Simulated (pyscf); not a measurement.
## `[OH][Ga]([OH])[F]`, singlet

Gas-phase minimum from PySCF at ωB97X-D3(BJ)/def2-SVP, one conformer. 

```xyz
6

O      1.3359    -0.4032     0.5037
Ga    -0.0273     0.1799    -0.4624
O     -0.5227     1.8727    -0.4892
F     -0.9239    -0.9624    -1.4314
H      1.4958    -1.3507     0.4238
H      0.0192     2.4382     0.0733
```
Charge 0, spin multiplicity 1.

Bonds (Å): O1–Ga2 1.770, O1–H5 0.964, Ga2–O3 1.764, Ga2–F4 1.746, O3–H6 0.964. Bond angles (°): Ga2–O1–H5 114.0, O1–Ga2–O3 122.7, O1–Ga2–F4 118.9, O3–Ga2–F4 118.4, Ga2–O3–H6 113.3.

Properties at ωB97X-D3(BJ)/def2-SVP:

```
Item                                                                                                                                                                               Value
---------------------------------------------------------------------------------------------------------------------  -----------------------------------------------------------------
Harmonic wavenumbers, unscaled                                                                                         179, 191, 206, 333, 352, 682, 752, 772, 823, 850, 3911, 3912 cm⁻¹
Zero-point energy                                                                                                                                                          18.5 kcal/mol
Rotational symmetry number                                                                                                                                                             1
Entropy of this conformer at 298 K and 1 atm, rigid rotor and harmonic oscillator, modes under 100 cm⁻¹ raised to 100                                                    318.1 J/(mol K)
Dipole moment                                                                                                                                                                     2.00 D
```

Single-point totals, which compare only within one level (frozen core for MP2 and CC):

```tsv
level	total energy (hartree)
ωB97X-D3(BJ)/def2-TZVP	-2176.55361
PBE/def2-TZVP	-2176.02425
r²SCAN/def2-TZVP	-2176.44557
B3LYP-D3(BJ)/def2-TZVP	-2176.62206
PBE0-D3(BJ)/def2-TZVP	-2176.05999
M06-2X/def2-TZVP	-2176.48031
ωB97M-D3(BJ)/def2-TZVP	-2176.64211
HF/def2-TZVPP	-2173.80342
MP2/def2-TZVPP	-2174.76363
CCSD/def2-TZVPP	-2174.75614
CCSD(T)/def2-TZVPP	-2174.78985
```

Soft torsions are taken as harmonic, which can shift the entropy by several J/(mol K). The CCSD(T) − MP2 part came from Ansatz, without density fitting, on the same reference. The frozen core leaves the outer d or s,p core shells of the metals and heavy elements correlated in the MP2 and CC values, and def2-TZVPP describes them poorly, so these totals are far from the basis limit. Elements up to Kr have no core potential and no relativistic terms here.
